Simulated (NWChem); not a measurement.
# AlAsH₂F₂; SMILES [F][Al]([F])[AsH2]

```xyz
6

Al    -0.0002     1.0358     0.0000
As     0.0467    -1.3643     0.0000
H     -1.0049    -1.3786     1.1052
H     -1.0049    -1.3786    -1.1052
F      0.0262     1.9064    -1.4113
F      0.0262     1.9064     1.4113
```
Atoms are numbered in this order, from 1.

Computed with NWChem. Pople sets run with spherical d functions. Coordinates come from a PBE0/def2-SVP optimisation. Total energies compare along this basis series because the functional is fixed.

| level | basis functions | energy (Ha) | highest occupied level (eV) | orbital gap (eV) | dipole (D) | relative time |
|---|---|---|---|---|---|---|
| PBE0/STO-3G | 39 | -2647.7011 | -3.92 | 8.46 | 1.19 | 1 |
| PBE0/3-21G | 57 | -2665.5552 | -7.86 | 7.00 | 1.59 | 1 |
| PBE0/6-31G* | 82 | -2678.4644 | -7.98 | 7.08 | 1.67 | 5 |
| PBE0/6-311G** | 118 | -2678.7998 | -8.12 | 7.10 | 1.90 | 6 |

The last column is a rough cost ratio, cheapest run = 1.
